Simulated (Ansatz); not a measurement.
One change: `CN=C(F)F` becomes `C/N=C(\F)I`.

Ansatz, PBE0-D4/def2-TZVP geometries, multiplicity 1. 

Elements past krypton have def2 core potentials.

```
                                          property  `CN=C(F)F`
                HOMO energy (PBE0/def2-TZVPP) / eV       -8.52
                LUMO energy (PBE0/def2-TZVPP) / eV        0.55
               HOMO energy (B3LYP/def2-TZVPP) / eV       -8.28
size of the dipole moment (ωB97M-V/def2-TZVPP) / D        1.64
    zero-point energy (PBE0-D4/def2-TZVP) / kJ/mol       142.1
              HOMO–LUMO gap (PBE0/def2-TZVPP) / eV        9.06
```

(1) Give the same properties after the change, and the shifts. (An estimate is asked.)

## Answers

(1) Computed: 
```
                                          property  `C/N=C(\F)I`  shift
                HOMO energy (PBE0/def2-TZVPP) / eV         -7.72   0.80
                LUMO energy (PBE0/def2-TZVPP) / eV         -1.08  -1.63
               HOMO energy (B3LYP/def2-TZVPP) / eV         -7.49   0.79
size of the dipole moment (ωB97M-V/def2-TZVPP) / D          1.00  -0.64
    zero-point energy (PBE0-D4/def2-TZVP) / kJ/mol         133.9   -8.2
              HOMO–LUMO gap (PBE0/def2-TZVPP) / eV          6.64  -2.42
```

With PBE0 the HOMO rises by 0.80 eV and the LUMO falls by 1.63 eV, so the gap narrows by about 2.43 eV. PBE moves the HOMO by 0.45 eV and ωB97M-V by 1.08 eV. Dipoles are sizes alone; their direction can turn.

B3LYP here is the variant with VWN-RPA as its local correlation; programs differ in this.

Spin–orbit coupling is left out; it splits and shifts lone-pair levels of the heavy atoms by tenths of an eV.
